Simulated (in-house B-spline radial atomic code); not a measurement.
A run on La- that did not converge. Method: scalar-relativistic (X2C) B97-1, spin-polarised, spherical fractional occupations, exact exchange averaged over the configuration, Fermi nucleus of rms radius 4.855 fm; computed with an all-electron radial atomic-structure program (B-spline basis).

Command:
```bash
python run_scf.py task.json out
```
Settings (nuclear radius in fm, mass in u):
```
Z                57
configuration    [Xe] 5d2 6s2
hamiltonian      x2c
method           b97_1
spin_polarised   True
nucleus          fermi
rms_radius       4.855
atomic_mass      138.90636
speed_of_light   137.035999084
exact_exchange   averaged over the configuration
```

First and last ten iterations of the last attempt (damped for 15 steps, keeping 80 % of the old Fock matrix, then DIIS):
```
 iter        energy (Eh)    residual
    1       -8486.389149    4.79e-01
    2       -8487.997865    3.07e-01
    3       -8490.293886    1.99e-01
    4       -8491.404425    1.26e-01
    5       -8491.922848    7.98e-02
    6       -8492.156156    5.02e-02
    7       -8492.256660    3.15e-02
    8       -8492.297429    1.98e-02
    9       -8492.015213    2.67e-02
   10       -8492.280803    1.69e-02
  111       -8492.001267    2.89e-02
  112       -8492.001432    2.89e-02
  113       -8491.999852    2.89e-02
  114       -8491.999778    2.89e-02
  115       -8491.999922    2.89e-02
  116       -8492.157626    2.11e-02
  117       -8483.810989    1.30e-01
  118       -8482.737161    1.29e-01
  119       -8483.096355    1.26e-01
  120       -8483.088401    1.26e-01
 not converged after 120 iterations
```

The smallest residual met was 9.8e-04; the threshold is about 6e-07. No energy from this run should be used. Cost of the run: 3.1 s on 1 thread of Intel(R) Xeon(R) 6975P-C, with other jobs on the host.
